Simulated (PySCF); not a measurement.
**`C[C@H](C#CCF)CBr`, C$_{6}$H$_{8}$BrF**

Molfile (atoms numbered from 1):
```
C6H8BrF
     RDKit          3D

 16 15  0  0  0  0  0  0  0  0999 V2000
   -1.5477    1.1509    0.6047 C   0  0  0  0  0  0  0  0  0  0  0  0
   -0.9961   -0.2336    0.2618 C   0  0  2  0  0  0  0  0  0  0  0  0
    0.4570   -0.2260    0.3051 C   0  0  0  0  0  0  0  0  0  0  0  0
    1.6545   -0.1977    0.3567 C   0  0  0  0  0  0  0  0  0  0  0  0
    3.1035   -0.1876    0.3474 C   0  0  0  0  0  0  0  0  0  0  0  0
    3.5877   -0.3153   -0.9364 F   0  0  0  0  0  0  0  0  0  0  0  0
   -1.4097   -0.6832   -1.1387 C   0  0  0  0  0  0  0  0  0  0  0  0
   -3.3352   -0.9863   -1.2547 Br  0  0  0  0  0  0  0  0  0  0  0  0
   -2.6350    1.1412    0.5711 H   0  0  0  0  0  0  0  0  0  0  0  0
   -1.2348    1.4424    1.6044 H   0  0  0  0  0  0  0  0  0  0  0  0
   -1.1795    1.8911   -0.1033 H   0  0  0  0  0  0  0  0  0  0  0  0
   -1.3622   -0.9631    0.9954 H   0  0  0  0  0  0  0  0  0  0  0  0
    3.4903    0.7604    0.7412 H   0  0  0  0  0  0  0  0  0  0  0  0
    3.5021   -1.0315    0.9240 H   0  0  0  0  0  0  0  0  0  0  0  0
   -0.9350   -1.6269   -1.4064 H   0  0  0  0  0  0  0  0  0  0  0  0
   -1.1675    0.0742   -1.8837 H   0  0  0  0  0  0  0  0  0  0  0  0
  1  2  1  0
  2  3  1  0
  3  4  3  0
  4  5  1  0
  5  6  1  0
  2  7  1  0
  7  8  1  0
  1  9  1  0
  1 10  1  0
  1 11  1  0
  2 12  1  1
  5 13  1  0
  5 14  1  0
  7 15  1  0
  7 16  1  0
M  END
```

Theory: GIAO PBE0/pcSseg-1 magnetisability, rotational g tensor and spin-rotation constants, non-relativistic, gas phase (PySCF). Geometry: GFN2-xTB.

The calculation is non-relativistic, which matters for the atoms heavier than Zn.

Problem. Give the nuclear spin-rotation constants along the inertial axes (H = +C I·J) beside the isotropic shieldings.

Solution. Rotational constants 3.6766, 0.4013, 0.3725 GHz. A star marks the isotopologue with that one atom substituted, in its own axes.
| atom | isotope | Caa (kHz) | Cbb (kHz) | Ccc (kHz) | mean (kHz) | σ (ppm) |
| --- | --- | --- | --- | --- | --- | --- |
| F6 | 19F | 0.063 | 0.173 | 0.169 | 0.135 | 419.5 |
| Br8 | 79Br | 0.813 | 0.683 | 0.631 | 0.709 | 2333.6 |
| H9 | 1H | 0.081 | -0.040 | -0.040 | 0.000 | 29.7 |
| H10 | 1H | -0.298 | -0.007 | -0.037 | -0.114 | 30.3 |
| H11 | 1H | -0.398 | -0.044 | 0.004 | -0.146 | 30.8 |
| H12 | 1H | -0.359 | -0.040 | 0.006 | -0.131 | 29.0 |
| H13 | 1H | -0.193 | -0.009 | -0.022 | -0.075 | 26.4 |
| H14 | 1H | -0.272 | -0.039 | 0.014 | -0.099 | 26.4 |
| H15 | 1H | -0.372 | 0.000 | -0.022 | -0.132 | 27.9 |
| H16 | 1H | -0.421 | -0.039 | 0.015 | -0.148 | 28.4 |
| C1 | 13C* | 0.575 | 0.057 | 0.052 | 0.228 | 165.3 |
| C2 | 13C* | 0.547 | 0.069 | 0.061 | 0.226 | 154.9 |
| C3 | 13C* | 0.252 | 0.142 | 0.140 | 0.178 | 87.7 |
| C4 | 13C* | 0.166 | 0.136 | 0.129 | 0.143 | 102.2 |
| C5 | 13C* | 0.983 | 0.070 | 0.084 | 0.379 | 113.4 |
| C7 | 13C* | 0.623 | 0.072 | 0.081 | 0.259 | 137.4 |

For the geometry as given, no vibrational averaging.

Problem. How do the rotational constants and the g tensor change when H9, H10, H11, H12, H13, H14, H15, H16 are replaced by deuterium?

Solution. Constants 3.0428, 0.3848, 0.3550 GHz; g -0.0066, -0.0023, -0.0028, against -0.0077, -0.0024, -0.0029 before.
